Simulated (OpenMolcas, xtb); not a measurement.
## GeSiH4O2 (SMILES [OH][Ge][O][SiH3]): methods side by side

GeSiH4O2 has 8 atoms, charge 0, and is taken as a singlet. SMILES: `[OH][Ge][O][SiH3]`. The shape is that of a PBE0-D4/def2-TZVP optimisation. This is one conformer, not always the lowest.

Quantity: the vertical energy of the triplet above the singlet, in eV. The values are calculated.

| level | kind | program | value (eV) | CPU time (all runs) |
| --- | --- | --- | --- | --- |
| GFN1-xTB | semi-empirical | xtb | 3.97 | under 2 s |
| HF/def2-SVP | Hartree–Fock | OpenMolcas | 2.81 | 28 s |
| SVWN5/def2-SVP | LDA | OpenMolcas | 3.76 | 72 s |
| BLYP/def2-SVP | GGA | OpenMolcas | 3.73 | 1.9 min |
| M06-L/def2-SVP | meta-GGA | OpenMolcas | 3.79 | 2.5 min |
| TPSS/def2-SVP | meta-GGA | OpenMolcas | 3.51 | 2.8 min |
| B3LYP/def2-SVP | global hybrid | OpenMolcas | 3.71 | 1.7 min |

All-electron rows without a relativistic Hamiltonian named are non-relativistic. The values span 2.81 to 3.97 eV. The xTB rows lack spin polarisation, so open shells miss the exchange term that lowers them. Times are those of the runs behind each value, whatever else they computed, on shared processors of several kinds: orders of magnitude only.
